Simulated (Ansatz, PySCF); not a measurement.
BH5N, SMILES [NH3+]B, charge +1. Atoms are numbered in the order given.

```xyz
7

B      0.9218     0.1216     0.0130
N     -0.6203    -0.0743    -0.0294
H      1.5546    -0.8568     0.2087
H      1.2983     1.2330    -0.1251
H     -0.9899     0.0321     0.9261
H     -0.9022    -1.0087    -0.3399
H     -1.1029     0.6261    -0.5998
```
Charge +1, spin multiplicity 1.

Geometry optimised at ωB97X-D3(BJ)/def2-TZVP. The isomer is the one that the SMILES or the coordinates give; other isomers of the formula were not compared.

Two levels are set side by side: PBE-D3(BJ)/def2-TZVP (Ansatz, a first-principles code) and ωB97X-D3(BJ)/def2-TZVP (PySCF). Each level has its own optimised geometry; the coordinates shown are those of the second. Frequencies come from the Hessian of PySCF at each geometry. Differences are taken from unrounded values.

| quantity | ωB97X-D3(BJ) |
|---|---|
| mean bond length (Å) | 1.166 |
| bond B1–N2 (Å) | 1.555 |
| bond B1–H3 (Å) | 1.182 |
| bond B1–H4 (Å) | 1.182 |
| bond N2–H5 (Å) | 1.030 |
| bond N2–H6 (Å) | 1.024 |
| bond N2–H7 (Å) | 1.024 |
| highest harmonic wavenumber (cm⁻¹) | 3504 |
| mean harmonic wavenumber (cm⁻¹) | 1769 |
| zero-point energy (kcal/mol) | 37.94 |

**Question.** What does PBE-D3(BJ) give, and how far is it from ωB97X-D3(BJ)? (An estimate is asked for; the answer gives what the named calculation found.)

**Answer.** 
```
quantity                            PBE-D3(BJ)  PBE-D3(BJ) minus ωB97X-D3(BJ)
----------------------------------  ----------  -----------------------------
mean bond length (Å)                     1.172                          0.006
bond B1–N2 (Å)                           1.554                         -0.001
bond B1–H3 (Å)                           1.187                          0.006
bond B1–H4 (Å)                           1.187                          0.006
bond N2–H5 (Å)                           1.039                          0.009
bond N2–H6 (Å)                           1.033                          0.008
bond N2–H7 (Å)                           1.033                          0.008
highest harmonic wavenumber (cm⁻¹)        3383                           -121
mean harmonic wavenumber (cm⁻¹)           1713                            -56
zero-point energy (kcal/mol)             36.73                          -1.21
```

GGA bonds tend to be longer and softer than those of functionals with exact exchange. Differences between two approximate levels are no errors against the true value.
